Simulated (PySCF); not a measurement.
## Polarisability and C₆ of Ge⁺ (germanium, charge +1)

[Ar] 3d10 4s2 4p1, 2P determinant. Computed with PySCF 2.14 in aug-cc-pVTZ-DK (7s6p4d2f, 59 functions), with scalar relativity by spin-free X2C-1e. Coupled (time-dependent) response in atomic units; α is the mean over directions.

| method | mean α (bohr³) | α xx, yy, zz | C₆ (like pair) | S(−4) |
| --- | --- | --- | --- | --- |
| UHF | 19.82 | 18.80, 21.86, 18.80 | 115.6 | 143.8 |
| PBE | 18.98 | 17.45, 22.05, 17.45 | 107.6 | 141.6 |
| PBE0 | 18.98 | 17.66, 21.60, 17.66 | 108.1 | 136.6 |
| wB97X-V | 18.96 | 17.78, 21.32, 17.78 | 108.3 | 134.8 |
| M06-2X | 18.26 | 17.26, 20.26, 17.26 | 99.82 | 130.8 |

S(−4) is the Cauchy moment in α(ω) = α(0) + S(−4) ω² + …

Spin-orbit coupling is absent.

α(iu) at M06-2X:

```tsv
u (hartree)	α(iu) (bohr³)
0	18.26
0.0500	17.94
0.100	17.06
0.200	14.31
0.300	11.40
0.500	7.097
0.750	4.254
1.00	2.821
1.50	1.527
2.00	0.9730
3.00	0.5027
5.00	0.2074
```

A single London oscillator, α(iu) = α/(1 + u²/ω²), gives C₆ = (3/4) ω α². Matching the computed C₆ needs ω = 4 × 99.82 / (3 × 18.26²) = 0.399 hartree.

For an ion, C₆ is the dispersion term alone; charge-induced terms of lower order in 1/R come first.

The components differ because the open shell of this determinant is not spherical; for a pure term their mean is the scalar polarisability.
